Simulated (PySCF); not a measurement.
n-PeOEt, C7H16O.
SMILES: `CCCCCOCC`

The closed-shell ground state was solved at several levels (PySCF, density fitting, gas phase, non-relativistic). Geometry: PBE0-D3(BJ)/def2-SVP, one conformer, isolated molecule.

```
            level  basis functions  total energy (Eh)  HOMO (eV)  LUMO (eV)  gap (eV)  dipole (D)
wB97X-D/def2-SVPD              291          -351.2522      -9.23       2.42     11.65        1.17
 PBE0/aug-cc-pVDZ              328          -351.2127      -7.25      -0.02      7.23        1.07
   B3LYP/pcSseg-1              216          -351.5688      -7.01       1.22      8.23        1.17
      PBE0/6-31G*              144          -351.1676      -7.01       2.80      9.81        1.07
     PBE0/cc-pVDZ              192          -351.1904      -7.09       1.97      9.06        1.03
mPW1PW91/pcSseg-1              216          -351.4755      -7.29       1.59      8.88        1.20
      HF/pcSseg-1              216          -349.1882     -11.20       4.41     15.61        1.38
    PBE0/pcSseg-1              216          -351.1304      -7.25       1.55      8.80        1.19
    PBE0/pcSseg-0              104          -350.3669      -7.09       2.16      9.25        1.53
    PBE0/def2-SVP              192          -350.9227      -7.17       1.86      9.03        1.14
   B97-D/pcSseg-1              216          -351.2916      -5.72       0.87      6.59        1.10
       PBE0/6-31G              104          -351.0742      -6.98       2.73      9.71        1.39
```

(1) What might BLYP/pcSseg-1 (216 basis functions) give for the same quantities?

(2) Over all these levels, which gives the widest orbital gap and which the narrowest?

(3) How much does the basis alone move the frontier levels among the 7 PBE0 rows?

(4) In the pcSseg-1 basis, how does the gap go with the fixed share of exact exchange?

(5) How far do the dipole and the HOMO energy spread over the levels?

Answers

(1) Total energy -351.3645 Eh, HOMO -5.59 eV, LUMO 0.72 eV, gap 6.31 eV, dipole 1.08 D.

(2) HF/pcSseg-1 (Hartree–Fock, all exact exchange) has the widest, 15.61 eV, and BLYP/pcSseg-1 (GGA) the narrowest, 6.31 eV. The two share the basis. From the narrowest to the widest the HOMO moves by -5.61 eV and the LUMO by +3.69 eV. The HOMO need not be the same orbital at Hartree–Fock and at DFT levels.

(3) The HOMO by 0.27 eV and the LUMO by 2.82 eV. By rising basis size (HOMO, LUMO in eV): pcSseg-0 -7.09, 2.16; 6-31G -6.98, 2.73; 6-31G* -7.01, 2.80; cc-pVDZ -7.09, 1.97; def2-SVP -7.17, 1.86; pcSseg-1 -7.25, 1.55; aug-cc-pVDZ -7.25, -0.02.

(4) BLYP (0 %) 6.31 eV; B97-D (0 %) 6.59 eV; B3LYP (20 %) 8.23 eV; PBE0 (25 %) 8.80 eV; mPW1PW91 (25 %) 8.88 eV; HF (100 %) 15.61 eV. Each rise in the share widens the gap here.

(5) The dipole runs from 1.03 to 1.53 D (mean 1.19 D) and the HOMO from -11.20 to -5.59 eV.

B97-D and wB97X-D is run here without its empirical dispersion term; that term would change no orbital, density or response property at a fixed geometry.
